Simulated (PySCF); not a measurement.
PySCF job for AlH₂, SMILES [AlH2+], charge +1, TDA-PBE/def2-TZVPD. The structure is a stationary point at B3LYP-D3(BJ)/def2-TZVPD. The multiplicity is an assumed one; other spin states were not compared. The isomer is the one that the SMILES or the coordinates give; other isomers of the formula were not compared.

```python
import numpy as np
from pyscf import gto, scf, dft, tdscf

mol = gto.M(
    atom='''
    Al    0.00000000    0.00000000    0.00000000
    H     0.00000000    0.00000000   -1.54967201
    H     0.00000000    0.00000000    1.54967201
    ''',
    basis='def2-TZVPD',
    charge=1,
    spin=0,
    symmetry=True,
    symmetry_subgroup='D2h',
    max_memory=1600,
    verbose=4,
)
mf = dft.RKS(mol, xc='pbe').density_fit(auxbasis='def2-universal-jkfit')
mf.grids.level = 3
mf.conv_tol = 1e-9
mf.max_cycle = 100
mf.kernel()
mf.grids = dft.Grids(mol).set(level=1).build(with_non0tab=True)  # coarser grid for the response kernel
td = tdscf.TDA(mf)
td.singlet = True
td.nstates = 10
td.conv_tol = 1e-4
td.positive_eig_threshold = 1e-6
td.kernel(x0=td.get_init_guess(mf, 15))
td.analyze()
tt = tdscf.TDA(mf)
tt.singlet = False
tt.nstates = 4
tt.conv_tol = 1e-4
tt.positive_eig_threshold = 1e-6
tt.kernel(x0=tt.get_init_guess(mf, 9))
tt.analyze(verbose=3)
```

It prints:

```
PySCF version 2.14.0

[INPUT] verbose = 4
[INPUT] num. atoms = 3
[INPUT] num. electrons = 14
[INPUT] charge = 1
[INPUT] spin (= nelec alpha-beta = 2S) = 0
[INPUT] symmetry True subgroup D2h
[INPUT] Mole.unit = angstrom
[INPUT] Symbol           X                Y                Z      unit          X                Y                Z       unit  Magmom
[INPUT]  1 Al     0.000000000000   0.000000000000   0.000000000000 AA    0.000000000000   0.000000000000   0.000000000000 Bohr   0.0
[INPUT]  2 H      0.000000000000   0.000000000000  -1.549672010000 AA    0.000000000000   0.000000000000  -2.928455681804 Bohr   0.0
[INPUT]  3 H      0.000000000000   0.000000000000   1.549672010000 AA    0.000000000000   0.000000000000   2.928455681804 Bohr   0.0

nuclear repulsion = 9.04913813948282
point group symmetry = Dooh, use subgroup D2h
symmetry origin: [0. 0. 0.]
symmetry axis x: [1. 0. 0.]
symmetry axis y: [0. 1. 0.]
symmetry axis z: [0. 0. 1.]
num. orbitals of irrep Ag = 17
num. orbitals of irrep B1g = 3
num. orbitals of irrep B2g = 5
num. orbitals of irrep B3g = 5
num. orbitals of irrep Au = 1
num. orbitals of irrep B1u = 12
num. orbitals of irrep B2u = 9
num. orbitals of irrep B3u = 9
number of shells = 25
number of NR pGTOs = 91
number of NR cGTOs = 61
basis = def2-TZVPD
ecp = {}


[settings echo left out]
init E= -243.291477128638
HOMO (B1u) = -0.331483054801007  LUMO (B3u) = -0.0998169971299228  gap/eV = 6.30395
cycle= 1 E= -243.136578212166  delta_E= 0.155  |g|= 0.236  |ddm|= 1.28
HOMO (B1u) = -0.550691508619698  LUMO (B2u) = -0.355796560867488  gap/eV = 5.30336
cycle= 2 E= -243.147456977571  delta_E= -0.0109  |g|= 0.204  |ddm|= 1.17
HOMO (B1u) = -0.551387351194675  LUMO (B2u) = -0.335043401367615  gap/eV = 5.88702
cycle= 3 E= -243.156993264021  delta_E= -0.00954  |g|= 0.0125  |ddm|= 0.438
HOMO (B1u) = -0.548574951980998  LUMO (B2u) = -0.330982015134341  gap/eV = 5.92101
cycle= 4 E= -243.15705884881  delta_E= -6.56e-05  |g|= 0.00136  |ddm|= 0.0496
HOMO (B1u) = -0.548074648753248  LUMO (B2u) = -0.330884385659003  gap/eV = 5.91005
cycle= 5 E= -243.157059608035  delta_E= -7.59e-07  |g|= 0.000332  |ddm|= 0.00282
HOMO (B1u) = -0.548250853796425  LUMO (B3u) = -0.330957259933094  gap/eV = 5.91286
cycle= 6 E= -243.157059661775  delta_E= -5.37e-08  |g|= 1.98e-05  |ddm|= 0.000504
HOMO (B1u) = -0.548242299049141  LUMO (B2u) = -0.330953195973976  gap/eV = 5.91274
cycle= 7 E= -243.157059661897  delta_E= -1.22e-10  |g|= 5.25e-07  |ddm|= 2.64e-05
HOMO (B1u) = -0.548242200730003  LUMO (B3u) = -0.330953090885434  gap/eV = 5.91274
Extra cycle  E= -243.157059661898  delta_E= -1.05e-12  |g|= 2.8e-07  |ddm|= 5.68e-07
converged SCF energy = -243.157059661898
tot grids = 11296
Overwritten attributes  positive_eig_threshold  of <class 'pyscf.tdscf.rks.TDA'>


******** <class 'pyscf.tdscf.rks.TDA'> for <class 'pyscf.df.df_jk.DFSymAdaptedRKS'> ********
nstates = 10 singlet
deg_eia_thresh = 1.000e-03
wfnsym = None
conv_tol = 0.0001
eigh lindep = 1e-12
eigh level_shift = 0
eigh max_cycle = 100


Excitation energies (eV)
[ 6.07643286  6.07643286  9.035438    9.035438    9.40762555 10.16664871
 10.98920269 11.83003303 11.8300844  11.84179419]

** Singlet excitation energies and oscillator strengths **
Excited State   1:  B3g      6.07643 eV    204.04 nm  f=0.0000
       7 -> 8        -0.70646
Excited State   2:  B2g      6.07643 eV    204.04 nm  f=0.0000
       7 -> 9        -0.70646
Excited State   3:  B2u      9.03544 eV    137.22 nm  f=0.2651
       6 -> 8        -0.67123
       7 -> 13        0.21141
Excited State   4:  B3u      9.03544 eV    137.22 nm  f=0.2651
       6 -> 9        -0.67123
       7 -> 12        0.21141
Excited State   5:  B1u      9.40763 eV    131.79 nm  f=1.1376
       7 -> 10        0.68559
       7 -> 17       -0.11314
Excited State   6:   Ag     10.16665 eV    121.95 nm  f=0.0000
       6 -> 10        0.68626
       7 -> 18       -0.14624
Excited State   7:  B1u     10.98920 eV    112.82 nm  f=0.0436
       7 -> 11        0.70116
Excited State   8:  B1u     11.83003 eV    104.80 nm  f=0.0000
       7 -> 14       -0.70697
Excited State   9:   Au     11.83008 eV    104.80 nm  f=0.0000
       7 -> 15       -0.70697
Excited State  10:  B2u     11.84179 eV    104.70 nm  f=0.6925
       6 -> 8         0.19555
       7 -> 13        0.66505
       7 -> 23        0.11655

** Transition electric dipole moments (AU) **
state          X           Y           Z        Dip. S.      Osc.
  1         0.0000      0.0000     -0.0000      0.0000      0.0000
  2         0.0000      0.0000     -0.0000      0.0000      0.0000
  3         0.0000     -1.0943      0.0000      1.1975      0.2651
  4        -1.0943     -0.0000      0.0000      1.1975      0.2651
  5        -0.0000     -0.0000     -2.2216      4.9357      1.1376
  6        -0.0000      0.0000      0.0000      0.0000      0.0000
  7        -0.0000      0.0000      0.4025      0.1620      0.0436
  8        -0.0000      0.0000      0.0000      0.0000      0.0000
  9        -0.0000     -0.0000     -0.0000      0.0000      0.0000
 10        -0.0000      1.5449     -0.0000      2.3869      0.6925

** Transition velocity dipole moments (imaginary part, AU) **
state          X           Y           Z        Dip. S.      Osc.
  1         0.0000      0.0000     -0.0000      0.0000      0.0000
  2        -0.0000      0.0000     -0.0000      0.0000      0.0000
  3         0.0000     -0.2418      0.0000      0.0585      0.1174
  4        -0.2418     -0.0000      0.0000      0.0585      0.1174
  5        -0.0000      0.0000     -0.5414      0.2931      0.5651
  6         0.0000      0.0000     -0.0000      0.0000      0.0000
  7        -0.0000      0.0000      0.1936      0.0375      0.0619
  8        -0.0000      0.0000     -0.0000      0.0000      0.0000
  9        -0.0000     -0.0000      0.0000      0.0000      0.0000
 10        -0.0000      0.5358     -0.0000      0.2871      0.4398

** Transition magnetic dipole moments (imaginary part, AU) **
state          X           Y           Z
  1        -1.3036     -0.0000     -0.0000
  2        -0.0000      1.3036      0.0000
  3        -0.0000      0.0000      0.0000
  4        -0.0000      0.0000      0.0000
  5        -0.0000      0.0000     -0.0000
  6         0.0000      0.0000     -0.0000
  7         0.0000      0.0000     -0.0000
  8        -0.0000      0.0000      0.0000
  9         0.0000      0.0000      0.0000
 10         0.0000     -0.0000     -0.0000


******** <class 'pyscf.tdscf.rks.TDA'> for <class 'pyscf.df.df_jk.DFSymAdaptedRKS'> ********
nstates = 4 triplet
deg_eia_thresh = 1.000e-03
wfnsym = None
conv_tol = 0.0001
eigh lindep = 1e-12
eigh level_shift = 0
eigh max_cycle = 100


Excitation energies (eV)
[5.46113794 5.46113794 5.77937624 7.3016671 ]

** Triplet excitation energies and oscillator strengths **
Excited State   1:  B2g      5.46114 eV    227.03 nm  f=0.0000
Excited State   2:  B3g      5.46114 eV    227.03 nm  f=0.0000
Excited State   3:  B1u      5.77938 eV    214.53 nm  f=0.0000
Excited State   4:  B3u      7.30167 eV    169.80 nm  f=0.0000
```

The calculation finished and met its thresholds.

Cost: about 1.8 core-seconds (a rough figure).
